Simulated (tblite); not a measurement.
C2H8F3P3Si.
SMILES with atom numbers: `[CH3:1][P:2]([P:3]([SiH3:4])[PH2:5])[C:6]([F:7])([F:8])[F:9]` (hydrogens: H10, H11, H12 on C1; H13, H14, H15 on Si4; H16, H17 on P5)

Computed with GFN2-xTB (tblite), gas phase: L-BFGS steps from a force-field or distance-geometry start until the largest atomic force falls under 0.01 eV/Å.

Step 115: E = -867.4442 eV
```
atom  x, y, z in Å  |  force x, y, z in eV/Å
C1      1.7120   -1.2752    0.9874    0.006   0.006   0.004
P2      0.6350   -0.7880   -0.4264    0.001  -0.028  -0.063
P3     -0.7657    0.4961    0.6301    0.017   0.053   0.014
Si4    -1.9649    1.1226   -1.1966   -0.033  -0.013   0.002
P5     -1.9638   -1.1920    1.2981   -0.032   0.037   0.036
C6      1.7407    0.6067   -1.0315    0.058   0.021  -0.031
F7      2.1442    1.4596   -0.0793   -0.042   0.015  -0.010
F8      2.8594    0.1049   -1.5822    0.006  -0.026   0.034
F9      1.1514    1.3438   -1.9882   -0.021  -0.013   0.053
H10     1.1859   -2.0398    1.5602    0.012  -0.037  -0.017
H11     1.9239   -0.4229    1.6341    0.039   0.020   0.002
H12     2.6375   -1.6944    0.5912    0.022  -0.025   0.036
H13    -1.4781    2.4551   -1.5422    0.001  -0.016   0.010
H14    -1.8027    0.1575   -2.2856   -0.014   0.015  -0.007
H15    -3.3522    1.1561   -0.7220   -0.036   0.014  -0.030
H16    -3.0975   -0.4126    1.5103    0.014  -0.016   0.016
H17    -1.5719   -1.0656    2.6326    0.001  -0.007  -0.049
```

Step 116: E = -867.4457 eV
```
atom  x, y, z in Å  |  force x, y, z in eV/Å
C1      1.7088   -1.2726    0.9875    0.019  -0.026  -0.001
P2      0.6335   -0.7855   -0.4272    0.023  -0.031  -0.073
P3     -0.7648    0.4986    0.6287   -0.022   0.067   0.006
Si4    -1.9686    1.1184   -1.1990   -0.042   0.004   0.002
P5     -1.9661   -1.1869    1.2981   -0.033   0.032  -0.003
C6      1.7444    0.6067   -1.0309    0.027  -0.005  -0.006
F7      2.1431    1.4580   -0.0759   -0.023   0.027  -0.008
F8      2.8649    0.1012   -1.5750   -0.013  -0.001   0.027
F9      1.1581    1.3449   -1.9882   -0.001  -0.017   0.037
H10     1.1828   -2.0417    1.5540    0.006  -0.038   0.000
H11     1.9212   -0.4249    1.6401    0.029   0.020  -0.012
H12     2.6339   -1.6921    0.5903    0.028  -0.016   0.039
H13    -1.4863    2.4541   -1.5400    0.006  -0.020   0.005
H14    -1.8060    0.1578   -2.2925   -0.007   0.015   0.004
H15    -3.3596    1.1530   -0.7336   -0.018   0.004  -0.020
H16    -3.0913   -0.3991    1.5268    0.026  -0.021   0.030
H17    -1.5548   -1.0779    2.6269   -0.005   0.006  -0.024
```

Step 117: E = -867.4469 eV
```
atom  x, y, z in Å  |  force x, y, z in eV/Å
C1      1.7043   -1.2707    0.9873    0.024  -0.047  -0.005
P2      0.6307   -0.7828   -0.4291    0.034  -0.026  -0.051
P3     -0.7653    0.5048    0.6265   -0.042   0.054  -0.010
Si4    -1.9735    1.1165   -1.2024   -0.044   0.018  -0.004
P5     -1.9688   -1.1805    1.2959   -0.021   0.034  -0.013
C6      1.7487    0.6054   -1.0290   -0.007  -0.021   0.019
F7      2.1418    1.4558   -0.0710   -0.002   0.034  -0.007
F8      2.8706    0.0947   -1.5645   -0.014   0.019   0.016
F9      1.1683    1.3451   -1.9879    0.010  -0.014   0.013
H10     1.1797   -2.0455    1.5475    0.004  -0.027   0.011
H11     1.9161   -0.4263    1.6450    0.013   0.009  -0.025
H12     2.6306   -1.6878    0.5900    0.031  -0.011   0.036
H13    -1.4996    2.4551   -1.5449    0.012  -0.021   0.008
H14    -1.8068    0.1604   -2.2993   -0.003   0.011   0.012
H15    -3.3674    1.1481   -0.7445   -0.010  -0.003  -0.011
H16    -3.0836   -0.3861    1.5517    0.031  -0.021   0.036
H17    -1.5327   -1.0941    2.6187   -0.015   0.014  -0.025
```

Step 118: E = -867.4479 eV
```
atom  x, y, z in Å  |  force x, y, z in eV/Å
C1      1.7001   -1.2700    0.9864    0.025  -0.051  -0.010
P2      0.6276   -0.7807   -0.4317    0.035  -0.016  -0.010
P3     -0.7672    0.5118    0.6241   -0.040   0.023  -0.027
Si4    -1.9793    1.1171   -1.2052   -0.038   0.022  -0.013
P5     -1.9705   -1.1751    1.2935   -0.021   0.044  -0.034
C6      1.7529    0.6031   -1.0263   -0.034  -0.021   0.034
F7      2.1387    1.4546   -0.0664    0.016   0.034  -0.001
F8      2.8771    0.0876   -1.5511   -0.007   0.032   0.007
F9      1.1805    1.3431   -1.9890    0.010  -0.011  -0.011
H10     1.1781   -2.0501    1.5419    0.002  -0.009   0.021
H11     1.9117   -0.4264    1.6464   -0.008  -0.011  -0.031
H12     2.6282   -1.6838    0.5900    0.033  -0.011   0.024
H13    -1.5147    2.4578   -1.5522    0.020  -0.019   0.014
H14    -1.8062    0.1639   -2.3034   -0.002   0.003   0.013
H15    -3.3748    1.1441   -0.7537   -0.015  -0.009  -0.001
H16    -3.0755   -0.3770    1.5776    0.029  -0.018   0.031
H17    -1.5136   -1.1080    2.6092   -0.006   0.017  -0.005
```

Q: Estimate the geometry and energy of step 119. (The exact step hangs on the optimiser's Hessian estimate; all steps are aligned on step 118, rigid shifts and turns removed.)

A: E = -867.4486 eV, largest force 0.048 eV/Å
```
atom  x, y, z in Å  |  force x, y, z in eV/Å
C1      1.6960   -1.2707    0.9854    0.019  -0.040  -0.010
P2      0.6250   -0.7790   -0.4344    0.025  -0.007   0.022
P3     -0.7701    0.5177    0.6212   -0.019  -0.001  -0.037
Si4    -1.9845    1.1190   -1.2080   -0.031   0.016  -0.018
P5     -1.9723   -1.1703    1.2908    0.003   0.037  -0.013
C6      1.7560    0.6014   -1.0236   -0.034  -0.006   0.034
F7      2.1365    1.4548   -0.0633    0.019   0.030   0.004
F8      2.8828    0.0823   -1.5389    0.000   0.031   0.002
F9      1.1923    1.3408   -1.9915    0.001  -0.011  -0.021
H10     1.1760   -2.0544    1.5379    0.002   0.006   0.023
H11     1.9060   -0.4266    1.6461   -0.020  -0.028  -0.031
H12     2.6263   -1.6806    0.5907    0.035  -0.015   0.012
H13    -1.5276    2.4611   -1.5587    0.026  -0.014   0.019
H14    -1.8043    0.1664   -2.3054   -0.003  -0.001   0.009
H15    -3.3808    1.1397   -0.7602   -0.022  -0.009   0.004
H16    -3.0679   -0.3703    1.5999    0.013  -0.005   0.030
H17    -1.4964   -1.1195    2.6021   -0.013   0.016  -0.029
```

The energy changes by -0.0007 eV. The first-order estimate −F·Δx gives -0.0010 eV and the mean of the old and new forces, exact on a quadratic surface, -0.0007 eV. The step makes an angle of 82° with the force vector and moves no atom by more than 0.025 Å.

What follows is the cost of the whole relaxation. On an Arm Neoverse V2 with one thread, on a shared host, this took 1.4 s wall.
